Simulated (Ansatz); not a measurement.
Job for Ansatz (a program for electronic structure): U-wB97X-V/cc-pVTZ on BrFGe (SMILES [F][Ge][Br]), a point of a bond scan (R = 1.586 Å).

Ansatz 0.2 input:
```yaml
crystal:
  periodic: [false, false, false]
  atoms:
    - {symbol: Ge, position_ang: [0.54012837, -0.45604254, 0.81246222]}
    - {symbol: F, position_ang: [1.39547819, -1.24078678, -0.26780044]}
    - {symbol: Br, position_ang: [-0.87710746, 0.75843391, -0.64309499]}
basis:
  gaussian:
    orbitals: cc-pVTZ
hamiltonian:
  xc: {name: wB97X-V}
magnetization: {spin_polarized: true, initial_magnetization: 0}
```

The log:

```
WARN ansatz: RAYON_NUM_THREADS=1 ignored (pool sized by the plan → 1); use --threads N
Functional definition: wB97X-V
integrals: 0.07 GiB planned
760 factors; integrals over basis functions are off by at most 1.1e-3 eV
integrals: 0.13 GiB planned
146 factors; integrals over basis functions are off by at most 2.5e-5 eV
mean field: 1.16 GiB planned
mean field evaluation 1: about -129271.7566 eV, gradient 2.6e1 eV
mean field evaluation 2: about -129271.1608 eV, gradient 3.3e1 eV
mean field evaluation 4: about -129273.8810 eV, gradient 9.7e-1 eV
mean field evaluation 8: about -129273.9023 eV, gradient 2.9e-2 eV
mean field evaluation 16: about -129273.9023 eV, gradient 6.0e-5 eV
mean field -129273.90229934 eV, -4750.7282845028 hartree, gradient 6.0e-5 eV, S^2 0.000000; 0 other end points of the search recorded, 0 dependent functions left out
reference -129273.90229793 eV, -4750.7282844509 hartree; 38, 38 occupied and 78, 78 virtual orbitals, 760 factors
Total energy: -129273.90229793 eV, -4750.7282844509 hartree
```

The run converged.

Cost: very roughly 14 core-seconds.
